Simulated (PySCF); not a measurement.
Complete the spectrum of C5H7N3

Compound: C5H7N3.
InChI=1S/C5H7N3/c1-2-5(1)8-4-3-6-7-8/h3-5H,1-2H2

Computed with TDDFT PBE0/def2-SVPD, vertical, gas phase, core orbitals frozen in the response in PySCF. Isolated species at its GFN2-xTB geometry (one conformer only). Torsions of this conformer, `[cH:1]1[cH:2][n:3]([CH:4]2[CH2:5][CH2:6]2)[n:7][n:8]1`: C2–N3–C4–C5 146°.

Orbital energies (eV): HOMO-3 -9.31, HOMO-2 -7.93, HOMO-1 -7.50, HOMO -7.44, LUMO -0.09, LUMO+1 0.60, LUMO+2 1.25.

Lowest singlets, with some entries withheld (?).

```
state  E (eV)       f  main configurations (H = HOMO, L = LUMO)
   S1       ?  0.0057                               H-1→L (98%)
   S2    6.44       ?                                 H→L (88%)
   S3    6.99       ?                               H→L+1 (89%)
   S4       ?   0.021                                         ?
   S5    7.02       ?                                         ?
   S6    7.24  0.0008                                         ?
   S7    7.37   0.011                             H-2→L+1 (88%)
   S8    7.48  0.0014                               H-4→L (96%)
```

(1) Supply the missing values.

(2) How far apart are S4 and S6, in eV and cm⁻¹?

(3) Which level carries the most intensity, and what share of the listed sum of f?

(4) What is the mean static polarisability from the same response equations?

Results:

(1) 
- S1: E = 5.67 eV
- S2: f = 0.107
- S3: f = 0.0021
- S4: E = 7.02 eV; H-1→L+2 (76%), H-2→L (9%)
- S5: f = 0.137; H-2→L (74%), H-1→L+2 (9%)
- S6: H-1→L+1 (95%)

(2) 7.239 − 7.021 = 0.218 eV, or about 1760 cm⁻¹.

(3) S5, with f = 0.137 of 0.286, 48%.

(4) 74.5 au (11.04 Å³), with principal values 56.5, 70.8 and 96.1 au.
